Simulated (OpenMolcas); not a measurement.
V⁺: Racah parameters, the spin-orbit constant, worked from levels

```yaml
Program: OpenMolcas 26.06
Basis: ANO-R3 [7s5p5d3f2g1h]
Scalar_Hamiltonian: X2C, finite nucleus
Active_space: 4 electrons in 5 orbitals (3d)
State_averaging: 2S+1 = 5 even, 5 roots; 2S+1 = 3 even, 45 roots; 2S+1 = 1 even, 50 roots (44 in the spin-orbit step)
Spin-orbit_coupling: RASSI with atomic mean-field integrals over the reference wave functions, term energies averaged over their components
```

Methods: CASSCF; MS-CASPT2, IPEA 0.25 Eh, imaginary shift 0.1 Eh (closed shells correlated: 3s 3p). Measured levels: NIST Handbook of Basic Atomic Spectroscopic Data.

**Racah parameters.** Above ⁵D, d4 has ³G at 9B + 4C, ³H at 4B + 4C and ³D at 16B + 4C. The first two fix B and C, and the third tests them; where it misses by thousands of cm-1, two parameters do not describe the configuration (Trees and configuration-interaction terms are left out) and B and C hang on the terms chosen. Term energies are centres of gravity, weighted by 2J + 1.

```json
{"Source": "CASSCF", "³G": "19751", "³H": "15615", "B": "827", "C": "3077", "C/B": "3.72", "³D from B, C": "25540", "³D found": "25496"}
{"Source": "MS-CASPT2", "³G": "14588", "³H": "11662", "B": "585", "C": "2330", "C/B": "3.98", "³D from B, C": "18680", "³D found": "18705"}
```

Energies in cm-1. From CASSCF to MS-CASPT2, B changes by -29.3 % and C by -24.3 %.

**The spin-orbit constant.** For the Hund term ⁵D of d4, E(J) = (A/2) J(J+1) + constant and ζ = 2S·A = 4A. From J = 0 to J = 4 the energy changes by 10 A.

```csv
Source,E(4) - E(0),A,ζ
CASSCF,374.0,37.4,150
MS-CASPT2,376.5,37.6,151
measured,339.2,33.9,136
```

All in cm-1. MS-CASPT2 is off by +11.0 % and CASSCF by +10.3 %. Both methods take the spin-orbit matrix elements from the reference wave functions, so the second can move ζ only through the term energies and any multistate remixing. Second-order mixing with other terms is absorbed into this ζ.

CASPT2 does not keep the components of a term degenerate, so their means are used; among the terms shown or strongly mixed into the levels shown the widest spread is 610 cm-1 (3d⁴ ³H, MS-CASPT2). Some high roots are left out of the spin-orbit mixing, which shifts the levels that they would mix with. Without dynamic correlation excited terms often stand tens of per cent too high (terms of higher spin than the ground term too low), and those without a measured partner can miss by more than the paired ones (holds for CASSCF). Measured partners are found by configuration, term and J. A level has none where our copy of the source lacks it or the pairing is in doubt (some pairs that miss far off the trend of their configuration count as doubtful), and it then counts in no deviation. Only configurations of the active space appear.
